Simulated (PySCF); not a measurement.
CH5B3BrF.
Atom-mapped SMILES: `[BH2:1][B:2]([F:3])[CH2:4][BH:5][Br:6]` (hydrogens: H7, H8 on B1; H9, H10 on C4; H11 on B5)

A GFN2-xTB structure with every atom displaced at random (by about 0.01 Å) was refined with PBE0-D3(BJ)/def2-SVP geometry optimisation, gas phase in PySCF. Values at the start:

```json
{"coordinate": "B1–B2", "start": "1.673 Å"}
{"coordinate": "B1–H7", "start": "1.152 Å"}
{"coordinate": "B2–F3", "start": "1.335 Å"}
{"coordinate": "B2–C4", "start": "1.585 Å"}
{"coordinate": "C4–B5", "start": "1.585 Å"}
{"coordinate": "C4–H9", "start": "1.075 Å"}
{"coordinate": "B5–Br6", "start": "1.874 Å"}
{"coordinate": "B5–H11", "start": "1.171 Å"}
{"coordinate": "B1–B2–F3", "start": "126.8°"}
{"coordinate": "B1–B2–C4", "start": "118.9°"}
{"coordinate": "B2–C4–B5", "start": "107.0°"}
{"coordinate": "F3–B2–C4", "start": "114.3°"}
{"coordinate": "C4–B5–Br6", "start": "119.4°"}
{"coordinate": "B1–B2–C4–B5", "start": "101°"}
{"coordinate": "B2–C4–B5–Br6", "start": "-86°"}
```

Task: How do these coordinates change at the PBE0-D3(BJ)/def2-SVP level?

Result: 
| coordinate | PBE0-D3(BJ)/def2-SVP (Å or °) | change |
| --- | --- | --- |
| B1–H7 | 1.211 | +0.059 |
| B5–Br6 | 1.914 | +0.040 |
| C4–B5 | 1.549 | -0.036 |
| B5–H11 | 1.204 | +0.033 |
| C4–H9 | 1.104 | +0.029 |
| B1–B2 | 1.690 | +0.017 |
| B2–F3 | 1.336 | +0.001 |
| B2–C4 | 1.585 | 0.000 |
| B1–B2–F3 | 121.5 | -5.3 |
| F3–B2–C4 | 117.1 | +2.8 |
| B1–B2–C4 | 121.4 | +2.5 |
| C4–B5–Br6 | 120.5 | +1.1 |
| B2–C4–B5 | 106.8 | -0.2 |
| B2–C4–B5–Br6 | -89 | -3 |
| B1–B2–C4–B5 | 99 | -2 |

The energy falls by 3.4 kcal/mol over 7 energy and gradient evaluations, the largest force component goes from 0.0274 to 2.1e-04 Eh/bohr, and the atoms move by 0.049 Å rms after alignment. The bond that changes most is B1–H7 (three-coordinate boron to B–H hydrogen), which lengthens by 0.059 Å. Bonds longer at the end by more than 0.005 Å: 7 of 10; shorter: 1. Rotational constants go from 4550, 1003, 909.2 to 4583, 971.3, 882.9 MHz.

The run used 127 basis functions and 47 SCF cycles in all.

PBE0-D3(BJ)/def2-SVP frequencies: not computed here. One conformer, not necessarily the lowest.

Conformer computed: `[BH2:1][B:2]([F:3])[CH2:4][BH:5][Br:6]`: B1–B2–C4–B5 99°, B2–C4–B5–Br6 -89°.
